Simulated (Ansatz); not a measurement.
C₂H₄FNSi, SMILES `FC1=N[SiH2]C1`, relaxed with RKS PBE-D4/def2-SVP in Ansatz 0.2.0 from a rough embedded geometry. The force threshold is 0.03 eV/Å; the program also tests the step.

Total charge 0; spin multiplicity 1.

Start:

```xyz
9

F    -1.321   -1.183   -1.820
C    -0.746   -0.462   -0.782
N    -1.350    0.399   -0.015
Si   -0.002    0.809    0.857
C     0.672   -0.495   -0.263
H     0.494    2.178    0.663
H    -0.153    0.332    2.279
H     0.954   -1.427    0.125
H     1.451   -0.150   -1.044
```

```
step  energy (eV)  largest force (eV/Å)  largest move (Å)
   1  -14203.9930                 5.060             0.000
   2  -14204.6349                 2.196             0.099
   3  -14204.7764                 0.531             0.072
   4  -14204.7892                 0.526             0.055
   5  -14204.7998                 0.166             0.029
   6  -14204.8006                 0.069             0.015
   7  -14204.8008                 0.007             0.005
```

End:

```xyz
9

F    -1.216   -1.168   -1.767
C    -0.753   -0.419   -0.755
N    -1.485    0.411   -0.103
Si   -0.015    0.797    0.887
C     0.695   -0.518   -0.317
H     0.484    2.203    0.735
H    -0.122    0.413    2.332
H     0.985   -1.513    0.077
H     1.426   -0.206   -1.090
```

Run time 14 s (2 threads of an Arm Neoverse V1 on a shared host); peak host memory 0.15 GiB.
